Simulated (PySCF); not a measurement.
Relaxation of singlet BiCl₄⁻

These are results of PBE0/[Bi def2-SVPD with ECP60, Cl def2-SVPD], scalar-relativistic core potentials, density fitting, no spin–orbit coupling, PySCF, not measurements. A (50,194) grid was used.

A start displaced from a saddle point along its imaginary mode, of C4v symmetry, held to at least that symmetry:

```xyz
5
charge -1 multiplicity 1, angstrom
Bi    0.0000    0.0000   -0.1673
Cl    2.6357    0.0000    0.2500
Cl    0.0000    2.6357    0.2500
Cl   -2.6357    0.0000    0.2500
Cl    0.0000   -2.6357    0.2500
```

Optimiser trace:
```
step  E − E(last) (kJ/mol)  largest gradient (Eh/bohr)
   0                 27.71                     0.00902
   1                 15.04                     0.00713
   2                  1.75                     0.00993
   3                  0.31                     0.00416
   4                  0.00                     0.00006
```

It ends at C4v with Bi–Cl 2.594 Å (×4); Cl–Bi–Cl 84.1° (×4), Cl–Bi–Cl 142.6° (×2) (after a last refinement on a finer grid). A frequency run shows 1 imaginary mode, down to 57i cm⁻¹, so it is a saddle point.

Final geometry:
Z-matrix (Å, degrees; charge -1 multiplicity 1):
```
Bi
Cl 1 2.5937
Cl 1 2.5937 2 84.10
Cl 1 2.5937 2 142.59 3 -72.22
Cl 1 2.5937 2 84.10 3 -144.44
```

With an element this heavy the missing spin–orbit coupling can shift these numbers.

The relaxation took of the order of 60 core-seconds on a shared host.
